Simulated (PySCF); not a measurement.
C3H9AlO.

```xyz
14

Al    -0.4313     0.9489     0.4775
H     -1.4889     1.3247     1.6100
O      0.6516     2.1510    -0.0737
H      0.6845     3.0562     0.2394
C     -0.3151    -0.8235    -0.3613
C     -0.6175    -1.9527     0.6272
C      0.9946    -1.0536    -1.1156
H     -1.1374    -0.8110    -1.1076
H     -0.6620    -2.9338     0.1211
H      0.1631    -2.0336     1.4032
H     -1.5785    -1.8114     1.1484
H      1.1982    -0.2584    -1.8490
H      0.9855    -2.0165    -1.6575
H      1.8566    -1.0816    -0.4281
```

Coordinates come from a PBE0-D3(BJ)/def2-SVP optimisation. The structure was generated by enumeration; whether it is a known compound was not checked. The values are those of a single conformer.

All values below come from HF/pcSseg-1 run with PySCF. Non-relativistic, no solvent.

Computed absolute GIAO shielding of each atom: isotropic value and principal components (ppm):
| atom | σ(iso) | σ11 | σ22 | σ33 | span |
|---|---|---|---|---|---|
| Al1 | 409.6 | 352.7 | 384.5 | 491.6 | 139.0 |
| H2 | 27.5 | 24.0 | 25.4 | 33.0 | 9.0 |
| O3 | 290.6 | 229.6 | 318.1 | 324.0 | 94.3 |
| H4 | 29.3 | 22.3 | 22.3 | 43.4 | 21.1 |
| C5 | 184.2 | 173.0 | 183.2 | 196.5 | 23.5 |
| C6 | 172.9 | 161.2 | 167.8 | 189.6 | 28.4 |
| C7 | 172.2 | 160.9 | 167.4 | 188.4 | 27.5 |
| H8 | 32.0 | 27.3 | 30.4 | 38.2 | 11.0 |
| H9 | 30.4 | 26.0 | 28.0 | 37.3 | 11.2 |
| H10 | 31.0 | 26.8 | 28.8 | 37.3 | 10.5 |
| H11 | 30.4 | 25.7 | 28.0 | 37.4 | 11.8 |
| H12 | 30.1 | 24.9 | 28.7 | 36.8 | 11.9 |
| H13 | 30.6 | 26.0 | 28.2 | 37.6 | 11.7 |
| H14 | 30.9 | 27.1 | 28.5 | 36.9 | 9.8 |
